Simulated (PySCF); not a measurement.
**NiH⁺ at r²SCAN**

Level: r²SCAN. PySCF, no relativity, basis sets Ni def2-TZVPPD, H def2-TZVPPD.

* state: ³Δ (triplet), unpaired electrons σ ↑, δ ↑
* bond length: 2.783 bohr
* harmonic wavenumber: 2019 cm⁻¹
* force constant: 2.38 mdyn/Å
* rotational constant Be: 7.847 cm⁻¹
* anharmonicity ωexe: 34.7 cm⁻¹
* vibration–rotation constant αe: 0.217 cm⁻¹
* bond order (Mayer): 0.93
* dipole moment (positive dipole points towards H; it is taken about the centre of mass and depends on that origin): -1.40 D

De is left out where the level can put another filling of the metal’s s and d shells below the measured ground configuration, by anything from nothing to about 1 eV. With d or f electrons several states lie close, and the lowest PBE0 determinant need not be the measured ground state.
